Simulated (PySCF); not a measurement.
# Variants of one PySCF input: NaGe⁺

Base input, run as `python input.py` with PySCF 2.14:

```python
from pyscf import gto, scf

mol = gto.M(
    atom='Na 0 0 0; Ge 0 0 2.551',
    basis='6-31g',
    charge=1,
    spin=0,
    verbose=4,
)
mf = scf.RHF(mol)
mf = mf.density_fit(auxbasis='def2-universal-jkfit')
mf.kernel()
mf.stability(internal=True, external=True)
mf.dip_moment()
print('orbital energies (hartree):', mf.mo_energy[..., max(0, mol.nelec[1]-3):mol.nelec[0]+3].round(4))
```

Base result: E(SCF) = -2236.604715 Eh, 9 cycles, internal stable; real -> complex unstable; RHF/RKS -> UHF/UKS unstable. At this level a UHF run with spin=2 ends 1.06 eV lower; the true order of the states can differ. The stability test finds a lower solution, so these numbers belong to a saddle point. The bond length is a typed value, not an optimised one. The dipole of an ion depends on the origin.

Wall time 2 s on one thread of a shared host.

Each row names what differs from the base; energies in brackets are changes from the base.

```tsv
change	result
Cartesian functions: off → on	E(SCF) = -2236.606547 Eh (-0.0499 eV), 9 cycles, internal stable; real -> complex unstable; RHF/RKS -> UHF/UKS unstable
level shift (hartree): none → -0.2 [unsound on purpose]	not converged: SCF after 50 cycles
functional: none (Hartree–Fock) → pbe; SCF type: RHF → RKS; step after the SCF: stability → analyze	E(SCF) = -2238.182116 Eh, 13 cycles
geometry: bond 2.551 → bond 2.628	E(SCF) = -2236.611486 Eh (-0.1843 eV), 9 cycles, internal stable; real -> complex unstable; RHF/RKS -> UHF/UKS unstable
step after the SCF: stability → frequency [not at a minimum]	E(SCF) = -2236.604715 Eh (+0.0000 eV), 9 cycles, wavenumbers 361 cm⁻¹
PCM solvent, dielectric constant: none → 4.71; step after the SCF: stability → analyze	E(SCF) = -2236.679177 Eh (-2.0262 eV), 9 cycles
convergence threshold: default → 0.001 [unsound on purpose]	E(SCF) = -2236.604689 Eh (+0.0007 eV), 4 cycles, internal stable; real -> complex unstable; RHF/RKS -> UHF/UKS unstable
functional: none (Hartree–Fock) → lda,vwn; SCF type: RHF → RKS; step after the SCF: stability → analyze	not converged: SCF after 50 cycles
basis set: 6-31g → crenbl; core potential: off → on	E(SCF) = -140.922859 Eh, 9 cycles, internal stable; real -> complex unstable; RHF/RKS -> UHF/UKS unstable
level shift (hartree): none → 1	E(SCF) = -2236.604715 Eh (+0.0000 eV), 37 cycles, internal stable; real -> complex unstable; RHF/RKS -> UHF/UKS unstable
geometry: bond 2.551 → bond 7.653 [stretched restricted solution, likely unstable]	E(SCF) = -2236.592667 Eh (+0.3278 eV), 10 cycles, internal stable; real -> complex unstable; RHF/RKS -> UHF/UKS unstable
spin-free X2C: off → on [basis contracted without relativity]	E(SCF) = -2253.939219 Eh, 9 cycles, internal stable; real -> complex unstable; RHF/RKS -> UHF/UKS unstable
spin (2S): 0 → 2; SCF type: RHF → UHF [a high spin state]	E(SCF) = -2236.643658 Eh (-1.0597 eV), 10 cycles, ⟨S²⟩ = 2.002, internal stable; real -> complex stable; UHF/UKS -> GHF/GKS stable
smearing width (hartree): none → 0.05; step after the SCF: stability → none	E(SCF) = -2236.507163 Eh (+2.6545 eV)
length unit: angstrom → bohr [unsound on purpose]	E(SCF) = -2235.955267 Eh (+17.6724 eV), 8 cycles, internal stable; real -> complex unstable; RHF/RKS -> UHF/UKS unstable
charge: 1 → 2; spin (2S): 0 → 1; SCF type: RHF → UHF [another spin of the ion may lie lower]	E(SCF) = -2236.185711 Eh (+11.4017 eV), 9 cycles, ⟨S²⟩ = 0.752, internal stable; real -> complex stable; UHF/UKS -> GHF/GKS stable
step after the SCF: stability → optimize	E(SCF) = -2236.604715 Eh (+0.0000 eV), 9 cycles, all at the start geometry; optimised bond 3.204 Å with E = -2236.628514 Eh after 8 steps
basis set: 6-31g → pcseg-1	E(SCF) = -2236.657237 Eh (-1.4292 eV), 8 cycles, internal stable; real -> complex unstable; RHF/RKS -> UHF/UKS unstable
PCM solvent, dielectric constant: none → 32.6; step after the SCF: stability → analyze	E(SCF) = -2236.696748 Eh (-2.5044 eV), 9 cycles
step after the SCF: stability → polarizability	E(SCF) = -2236.604715 Eh (+0.0000 eV), 9 cycles, α(xx, yy, zz) = 27.3, 27.3, 57.5 bohr³
```

Question: Order these changes by how far they move the SCF energy from the base, largest first: (1) PCM solvent, dielectric constant: none → 32.6; step after the SCF: stability → analyze; (2) PCM solvent, dielectric constant: none → 4.71; step after the SCF: stability → analyze; (3) geometry: bond 2.551 → bond 2.628; (4) geometry: bond 2.551 → bond 7.653.

Answer: (1) -2.5044 eV, (2) -2.0262 eV, (4) +0.3278 eV, (3) -0.1843 eV.
